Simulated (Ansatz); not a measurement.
```yaml
crystal:
  periodic: [false, false, false]
  atoms:
    - {symbol: C, position_ang: [-1.564675, -1.406345, -0.246831]}
    - {symbol: O, position_ang: [0.820026, -1.754594, 0.916626]}
    - {symbol: Sb, position_ang: [3.375318, 0.821687, 1.180298]}
    - {symbol: Cl, position_ang: [0.803788, 4.094083, 2.735714]}
    - {symbol: Cl, position_ang: [3.339453, 2.171899, -3.052355]}
    - {symbol: H, position_ang: [-1.360777, -0.923106, -2.246385]}
    - {symbol: H, position_ang: [-2.587843, -3.190147, -0.087947]}
    - {symbol: H, position_ang: [-2.651058, 0.078620, 0.695622]}
basis:
  gaussian: {orbitals: def2-mTZVPP}
hamiltonian: {xc: {name: r2SCAN0}, dispersion: d3bjatm}
output: {forces: true}
```

```sh
$ ansatz run in.yaml --threads 4 --pin off --events-out ev --progress --plain --max-ram 10444MiB
```

Shortened log:

```
Functional definition: r2SCAN0
1423 factors; integrals over basis functions are off by at most 7.3e-4 eV
mean field evaluation 1: about -34651.5010 eV, gradient 9.3e1 eV
mean field evaluation 2: about -33891.7742 eV, gradient 4.0e2 eV
mean field evaluation 4: about -34357.0099 eV, gradient 1.7e2 eV
mean field evaluation 8: about -34687.8074 eV, gradient 5.0e0 eV
mean field evaluation 16: about -34687.9811 eV, gradient 9.4e-4 eV
mean field -34687.98111322 eV, -1274.7597935527 hartree, gradient 1.4e-5 eV, S^2 0.000000; 10 other end points of the search recorded, 0 dependent functions left out
reference -34687.98112536 eV, -1274.7597939987 hartree; 37, 37 occupied and 111, 111 virtual orbitals, 1423 factors
Total energy: -34688.03359077 eV, -1274.7617220671 hartree
Atom 0 at    -1.564675    -1.406345    -0.246831 Å, force    -1.554991     0.206469    -0.751619 eV/Å
Atom 1 at     0.820026    -1.754594     0.916626 Å, force    -0.916989     1.120861    -0.776279 eV/Å
Atom 2 at     3.375318     0.821687     1.180298 Å, force    -1.643293    -0.060053    -0.700078 eV/Å
Atom 3 at     0.803788     4.094083     2.735714 Å, force     0.505399    -0.649817    -0.290138 eV/Å
Atom 4 at     3.339453     2.171899    -3.052355 Å, force     0.016107    -0.278897     0.827036 eV/Å
Atom 5 at    -1.360777    -0.923106    -2.246385 Å, force    -0.133930    -0.782680     3.247363 eV/Å
Atom 6 at    -2.587843    -3.190147    -0.087947 Å, force     1.823755     2.808711    -0.157016 eV/Å
Atom 7 at    -2.651058     0.078620     0.695622 Å, force     1.903942    -2.364594    -1.399269 eV/Å
Dipole moment:    -0.089827    -1.392158     0.421687 e Å
```

In this input the coordinates are in bohr but typed as ångström. The calculation finished and met its thresholds. The result belongs to that input, not to the molecule as meant.
